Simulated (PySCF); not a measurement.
Isomers of C3H11B2N, from PySCF, PBE0-D3(BJ)/def2-SVP geometry optimisation, gas phase. One conformer each, no zero-point energy, no frequencies.

Problem. Which isomer lies lower at this level?
A. `[BH2:1][NH:2][BH:3][CH2:4][CH2:5][CH3:6]` with B1–N2–B3–C4 178°, N2–B3–C4–C5 152°, B3–C4–C5–C6 176°: A = 17711, B = 1171, C = 1132 MHz, dipole 1.66 D
B. `[BH2:1][CH2:2][B:3]([CH3:4])[NH:5][CH3:6]` with H–B1–C2–B3 82° and -93°, B1–C2–B3–C4 -98°, C2–B3–N5–C6 1°: A = 3810, B = 2995, C = 1941 MHz, dipole 2.13 D

Solution. A. That is `BNBCCC`, 15.1 kcal/mol below the other.

| SMILES | mapped SMILES | E (Eh) | relative (kcal/mol) | relative (kJ/mol) | dipole (D) |
| --- | --- | --- | --- | --- | --- |
| BNBCCC | [BH2:1][NH:2][BH:3][CH2:4][CH2:5][CH3:6] | -225.01589 | 0.0 | 0.0 | 1.66 |
| BCB(C)NC | [BH2:1][CH2:2][B:3]([CH3:4])[NH:5][CH3:6] | -224.99189 | 15.1 | 63.0 | 2.13 |
